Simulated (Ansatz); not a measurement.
```xyz
11

C    -0.625   -1.379   -0.606
Si    0.068   -0.228    0.676
C     0.056    1.567    0.119
S     1.746    1.454   -0.564
S     2.216   -0.170    0.710
H    -0.409   -2.418   -0.346
H    -0.181   -1.168   -1.581
H    -1.711   -1.266   -0.680
H    -0.519   -0.516    2.013
H     0.015    2.300    0.925
H    -0.656    1.825   -0.666
```

Charge 0, multiplicity 1.

(1) List the PBE0/def2-TZVPP orbital energies in eV (Ansatz 0.2.0). (An estimate is asked.)

Results:

(1) The calculation gave: Occupied: -2423.08, -2422.49, -1803.22, -278.98, -278.04, -218.30, -217.79, -162.17, -162.09, -161.88, -161.66, -161.53, -161.41, -145.47, -100.17, -100.11, -100.09, -23.01, -19.94, -19.50, -17.10, -13.92, -12.66, -12.04, -11.83, -11.24, -10.77, -9.62, -8.95, -8.58, -8.11, -5.97. Lowest empty: -1.34, -0.24, 1.09, 1.41, 1.84, 1.97, 2.21, 2.65.
